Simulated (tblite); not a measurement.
Species: C2H13FSi5.
Numbering: `[F:1][CH2:2][SiH:3]1[SiH2:4][SiH2:5][CH2:6][SiH2:7][SiH2:8]1` (hydrogens: H9, H10 on C2; H11 on Si3; H12, H13 on Si4; H14, H15 on Si5; H16, H17 on C6; H18, H19 on Si7; H20, H21 on Si8)

Computed with GFN2-xTB (tblite), gas phase: L-BFGS steps from a force-field or distance-geometry start until the largest atomic force falls under 0.01 eV/Å.

Step 24: E = -659.0005 eV
```
atom  x, y, z in Å  |  force x, y, z in eV/Å
F1      3.4883    0.3019   -1.6210   -0.018  -0.070   0.065
C2      3.2894   -0.5823   -0.5753   -0.011  -0.054   0.063
Si3     1.5481   -0.3220    0.2294    0.000  -0.050   0.017
Si4     0.7130    1.8491   -0.0237    0.026  -0.023   0.015
Si5    -1.3436    1.7348    1.0421   -0.044   0.002   0.013
C6     -2.4539    0.6121   -0.0296    0.004   0.027   0.042
Si7    -2.1683   -1.2644    0.1438   -0.051  -0.024   0.006
Si8    -0.0411   -1.8643   -0.5608    0.081   0.020  -0.007
H9      3.4112   -1.5872   -0.9917    0.010   0.063  -0.020
H10     4.0982   -0.4147    0.1422    0.010   0.064  -0.102
H11     1.8524   -0.6058    1.6562   -0.023   0.003  -0.083
H12     0.5312    2.1224   -1.4604    0.006   0.012   0.024
H13     1.5550    2.9632    0.4355   -0.001  -0.037   0.029
H14    -2.0879    2.9746    1.3071    0.045   0.023  -0.021
H15    -1.2106    1.0721    2.3553   -0.011   0.069  -0.032
H16    -3.4946    0.8111    0.2285    0.009  -0.003  -0.045
H17    -2.3420    0.8996   -1.0776   -0.039  -0.015   0.045
H18    -2.3739   -1.5865    1.5665    0.012  -0.018  -0.044
H19    -3.2804   -1.9194   -0.5652    0.032  -0.035  -0.006
H20     0.0474   -1.9213   -2.0335   -0.029  -0.006   0.048
H21     0.2530   -3.2562   -0.1684   -0.007   0.053  -0.007
```

Step 25: E = -659.0028 eV
```
atom  x, y, z in Å  |  force x, y, z in eV/Å
F1      3.4866    0.2987   -1.6246   -0.012  -0.046   0.035
C2      3.2907   -0.5820   -0.5763   -0.005  -0.035   0.039
Si3     1.5502   -0.3226    0.2247   -0.034  -0.054   0.053
Si4     0.7129    1.8491   -0.0194    0.053  -0.014  -0.021
Si5    -1.3452    1.7365    1.0402   -0.014   0.024   0.027
C6     -2.4538    0.6105   -0.0229   -0.007  -0.002   0.010
Si7    -2.1696   -1.2650    0.1442   -0.044  -0.064   0.013
Si8    -0.0416   -1.8658   -0.5590    0.083   0.003  -0.025
H9      3.4182   -1.5861   -0.9892    0.003   0.016  -0.034
H10     4.0990   -0.4089    0.1386    0.033   0.072  -0.064
H11     1.8587   -0.6089    1.6499   -0.029   0.002  -0.072
H12     0.5348    2.1234   -1.4582    0.011   0.015   0.054
H13     1.5577    2.9600    0.4466   -0.017  -0.051   0.015
H14    -2.0909    2.9761    1.2917    0.033   0.056  -0.012
H15    -1.2155    1.0864    2.3572   -0.006   0.049   0.003
H16    -3.4941    0.8080    0.2347   -0.012   0.008  -0.041
H17    -2.3414    0.8950   -1.0706   -0.047   0.004   0.007
H18    -2.3795   -1.5922    1.5648    0.011  -0.021  -0.039
H19    -3.2814   -1.9151   -0.5712    0.041  -0.032   0.000
H20     0.0449   -1.9199   -2.0330   -0.031  -0.011   0.064
H21     0.2503   -3.2604   -0.1685   -0.010   0.079  -0.014
```

Step 26: E = -659.0049 eV
```
atom  x, y, z in Å  |  force x, y, z in eV/Å
F1      3.4852    0.2945   -1.6277   -0.016  -0.010  -0.008
C2      3.2918   -0.5823   -0.5766    0.004  -0.009   0.007
Si3     1.5517   -0.3244    0.2209   -0.052  -0.041   0.059
Si4     0.7140    1.8488   -0.0154    0.058  -0.018  -0.036
Si5    -1.3468    1.7390    1.0390    0.019   0.043   0.023
C6     -2.4534    0.6085   -0.0161   -0.019  -0.033  -0.021
Si7    -2.1715   -1.2669    0.1448   -0.009  -0.076   0.006
Si8    -0.0407   -1.8673   -0.5575    0.049   0.001  -0.024
H9      3.4254   -1.5848   -0.9876   -0.002  -0.037  -0.035
H10     4.1005   -0.4012    0.1339    0.053   0.067  -0.015
H11     1.8650   -0.6121    1.6426   -0.031  -0.005  -0.034
H12     0.5390    2.1251   -1.4552    0.014   0.019   0.070
H13     1.5601    2.9563    0.4577   -0.024  -0.056   0.007
H14    -2.0941    2.9789    1.2759    0.023   0.082  -0.004
H15    -1.2206    1.1017    2.3598   -0.002   0.030   0.040
H16    -3.4936    0.8050    0.2399   -0.035   0.015  -0.027
H17    -2.3424    0.8906   -1.0637   -0.044   0.019  -0.027
H18    -2.3854   -1.5987    1.5627    0.009  -0.027  -0.023
H19    -3.2823   -1.9112   -0.5773    0.041  -0.035   0.001
H20     0.0420   -1.9191   -2.0315   -0.028  -0.014   0.057
H21     0.2473   -3.2636   -0.1692   -0.006   0.085  -0.014
```

Step 27: E = -659.0070 eV
```
atom  x, y, z in Å  |  force x, y, z in eV/Å
F1      3.4836    0.2900   -1.6310   -0.026   0.022  -0.047
C2      3.2932   -0.5828   -0.5767    0.015   0.015  -0.024
Si3     1.5521   -0.3269    0.2182   -0.044  -0.019   0.035
Si4     0.7161    1.8482   -0.0120    0.041  -0.033  -0.027
Si5    -1.3481    1.7426    1.0383    0.036   0.046   0.006
C6     -2.4534    0.6059   -0.0096   -0.027  -0.048  -0.042
Si7    -2.1735   -1.2705    0.1455    0.034  -0.059  -0.008
Si8    -0.0390   -1.8690   -0.5565   -0.005   0.013  -0.008
H9      3.4330   -1.5842   -0.9867   -0.006  -0.070  -0.022
H10     4.1031   -0.3921    0.1287    0.056   0.050   0.023
H11     1.8709   -0.6156    1.6349   -0.030  -0.016   0.024
H12     0.5437    2.1273   -1.4510    0.017   0.025   0.063
H13     1.5623    2.9517    0.4693   -0.019  -0.052   0.002
H14    -2.0972    2.9835    1.2597    0.021   0.094   0.000
H15    -1.2260    1.1180    2.3636    0.001   0.017   0.065
H16    -3.4936    0.8022    0.2446   -0.046   0.016  -0.009
H17    -2.3447    0.8866   -1.0572   -0.035   0.027  -0.052
H18    -2.3915   -1.6059    1.5604    0.005  -0.035   0.001
H19    -3.2827   -1.9079   -0.5835    0.033  -0.044  -0.003
H20     0.0384   -1.9185   -2.0292   -0.023  -0.017   0.030
H21     0.2442   -3.2656   -0.1703    0.003   0.068  -0.009
```

**Question.** Estimate the geometry and energy of step 28. (The exact step hangs on the optimiser's Hessian estimate; all steps are aligned on step 27, rigid shifts and turns removed.)

**Answer.** E = -659.0090 eV, largest force 0.094 eV/Å
```
atom  x, y, z in Å  |  force x, y, z in eV/Å
F1      3.4809    0.2859   -1.6352   -0.036   0.038  -0.071
C2      3.2952   -0.5834   -0.5772    0.025   0.029  -0.046
Si3     1.5518   -0.3297    0.2162   -0.008   0.000   0.000
Si4     0.7190    1.8471   -0.0091    0.012  -0.053   0.001
Si5    -1.3489    1.7470    1.0377    0.028   0.032  -0.011
C6     -2.4541    0.6025   -0.0036   -0.025  -0.037  -0.051
Si7    -2.1750   -1.2753    0.1460    0.062  -0.020  -0.018
Si8    -0.0375   -1.8704   -0.5556   -0.057   0.031   0.012
H9      3.4405   -1.5848   -0.9861   -0.009  -0.070   0.000
H10     4.1070   -0.3821    0.1236    0.037   0.027   0.038
H11     1.8761   -0.6195    1.6276   -0.028  -0.027   0.083
H12     0.5485    2.1300   -1.4457    0.019   0.033   0.039
H13     1.5643    2.9461    0.4813   -0.007  -0.041   0.001
H14    -2.0994    2.9902    1.2435    0.026   0.090   0.002
H15    -1.2313    1.1348    2.3685    0.002   0.013   0.071
H16    -3.4948    0.7998    0.2489   -0.038   0.008   0.006
H17    -2.3476    0.8830   -1.0514   -0.027   0.026  -0.062
H18    -2.3973   -1.6139    1.5580    0.002  -0.044   0.022
H19    -3.2822   -1.9059   -0.5900    0.023  -0.055  -0.008
H20     0.0343   -1.9182   -2.0264   -0.016  -0.019  -0.007
H21     0.2413   -3.2662   -0.1712    0.016   0.038   0.000
```

The energy changes by -0.0021 eV. The first-order estimate −F·Δx gives -0.0028 eV and the mean of the old and new forces, exact on a quadratic surface, -0.0021 eV. The step makes an angle of 75° with the force vector and moves no atom by more than 0.018 Å.

What follows is the cost of the whole relaxation. Time: 6.8 s wall. Hardware: an Arm Neoverse N1 with one thread, no GPU, shared host with 64 logical CPUs at a one-minute load of 60.
